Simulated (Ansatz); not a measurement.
Ansatz (a program for electronic structure) input file for Se(SiH3)(OSiH3) (H6OSeSi2), SMILES [SiH3]O[Se][SiH3], PBE/def2-SVPD. Geometry optimised at PBE0-D3(BJ)/def2-SVP. The structure was generated by enumeration, and PubChem lists no compound with its InChIKey, so it may never have been made. The values are those of a single conformer.

Ansatz 0.2 input:
```yaml
crystal:
  periodic: [false, false, false]
  atoms:
    - {symbol: Se, position_ang: [0.13558700, 0.20800820, 0.90751533]}
    - {symbol: Si, position_ang: [1.68585524, 1.07011770, -0.53841758]}
    - {symbol: H, position_ang: [2.76197480, 0.07414156, -0.80409471]}
    - {symbol: H, position_ang: [2.23755230, 2.26791608, 0.16223374]}
    - {symbol: H, position_ang: [1.03407556, 1.46196252, -1.82115569]}
    - {symbol: O, position_ang: [-0.34290486, -1.15704874, -0.21931640]}
    - {symbol: Si, position_ang: [-1.78047681, -0.98198778, -1.07793757]}
    - {symbol: H, position_ang: [-2.94451559, -0.84765970, -0.15198094]}
    - {symbol: H, position_ang: [-1.90657612, -2.22419092, -1.89016886]}
    - {symbol: H, position_ang: [-1.72452842, 0.21812288, -1.96685182]}
basis:
  gaussian:
    orbitals: def2-SVPD
hamiltonian:
  xc: {name: PBE}
```

Program output:

```
WARN ansatz: RAYON_NUM_THREADS=1 ignored (pool sized by the plan → 1); use --threads N
Functional definition: PBE
integrals: 0.11 GiB planned
1476 factors; their error is unknown
mean field: 0.64 GiB planned
mean field evaluation 1: about -83208.9368 eV, gradient 5.8e1 eV
mean field evaluation 2: about -83135.6588 eV, gradient 1.8e2 eV
mean field evaluation 4: about -83214.8208 eV, gradient 1.3e1 eV
mean field evaluation 8: about -83215.3492 eV, gradient 2.6e-1 eV
mean field evaluation 16: about -83215.3206 eV, gradient 9.4e-5 eV
mean field -83215.32064576 eV, -3058.1066283614 hartree, gradient 1.5e-5 eV, S^2 0.000000; 0 other end points of the search recorded, 0 dependent functions left out
reference -83215.32070579 eV, -3058.1066305675 hartree; 38, 38 occupied and 122, 122 virtual orbitals, 1476 factors
Total energy: -83215.32070579 eV, -3058.1066305675 hartree
```

Self-consistency was reached.
